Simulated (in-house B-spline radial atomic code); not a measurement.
## wB97X excitations of Bi⁵⁺

Method: wB97X. Computed with an all-electron radial atomic-structure program (B-spline basis): linear response of the closed shell [Xe] 4f14 5d10 with the functional's adiabatic kernel; scalar-relativistic (spin-free one-electron X2C), finite nucleus, no spin-orbit coupling, no double excitations, S, P, D and F terms only; shells from n = 3 respond. Only terms of natural parity with L up to 3 were computed.

Spin-orbit coupling is strong here, so these LS terms don't match observed levels.

Command:
```bash
python run_td.py task.json out
```
Settings (radii: box in bohr, nucleus in fm):
```
Z                        83
electrons                78
configuration            [Xe] 4f14 5d10
hamiltonian              x2c
method                   wb97x
box_radius               16.35
rms_radius               5.5211
intervals                70
```

Time taken, with all properties: 14 s on 1 thread of Arm Neoverse N1 (shared host).

The lowest states, in the order of their Tamm-Dancoff energies; the method's threshold (minus the highest occupied level) is 85.46 eV. Labels give the largest channel, * marks a mixed state, and oscillator strengths are full-response dipole values. Semilocal kernels can invert the small singlet-triplet splittings of Rydberg terms. Energies in eV:

```json
{"state": "5d → 6s 3D", "full response": "19.060", "Tamm-Dancoff": "19.085", "oscillator strength": "-"}
{"state": "5d → 6s 1D", "full response": "19.988", "Tamm-Dancoff": "20.025", "oscillator strength": "-"}
{"state": "5d → 6p 3P", "full response": "33.55", "Tamm-Dancoff": "33.57", "oscillator strength": "-"}
{"state": "5d → 6p 3F", "full response": "33.76", "Tamm-Dancoff": "33.78", "oscillator strength": "-"}
{"state": "5d → 6p 1F", "full response": "33.96", "Tamm-Dancoff": "33.98", "oscillator strength": "-"}
{"state": "5d → 6p 1P", "full response": "34.99", "Tamm-Dancoff": "35.08", "oscillator strength": "1.2"}
{"state": "5d → 6d 3S", "full response": "?", "Tamm-Dancoff": "?", "oscillator strength": "-"}
{"state": "5d → 6d 3D", "full response": "50.42", "Tamm-Dancoff": "50.43", "oscillator strength": "-"}
{"state": "5d → 6d 1D", "full response": "?", "Tamm-Dancoff": "?", "oscillator strength": "-"}
{"state": "5d → 5f 3P", "full response": "51.28", "Tamm-Dancoff": "51.31", "oscillator strength": "-"}
{"state": "5d → 7s 3D", "full response": "51.65", "Tamm-Dancoff": "51.65", "oscillator strength": "-"}
{"state": "5d → 7s 1D", "full response": "51.93", "Tamm-Dancoff": "51.94", "oscillator strength": "-"}
{"state": "5d → 5f 3F", "full response": "51.97", "Tamm-Dancoff": "51.99", "oscillator strength": "-"}
{"state": "5d → 5f 1F", "full response": "52.84", "Tamm-Dancoff": "52.87", "oscillator strength": "-"}
{"state": "5d → 6d 1S", "full response": "53.20", "Tamm-Dancoff": "53.50", "oscillator strength": "-"}
{"state": "5d → 7p 3P", "full response": "56.48", "Tamm-Dancoff": "56.49", "oscillator strength": "-"}
```

Problem. Where does 5d → 6d 3S lie?

Solution. At 49.73 eV in full response, 49.76 eV in Tamm-Dancoff.

Problem. Where does 5d → 6d 1D lie?

Solution. At 50.70 eV in full response, 50.72 eV in Tamm-Dancoff.

Problem. How large is the singlet-triplet splitting of 5d → 6s (D terms) in Tamm-Dancoff?

Solution. 0.94 eV, from the unrounded values.

Problem. What polarisabilities and dispersion coefficient does the method give?

Solution. Dipole 2.876 bohr³, quadrupole 6.865 bohr⁵, C6 13.9 hartree·bohr⁶ for two such species.
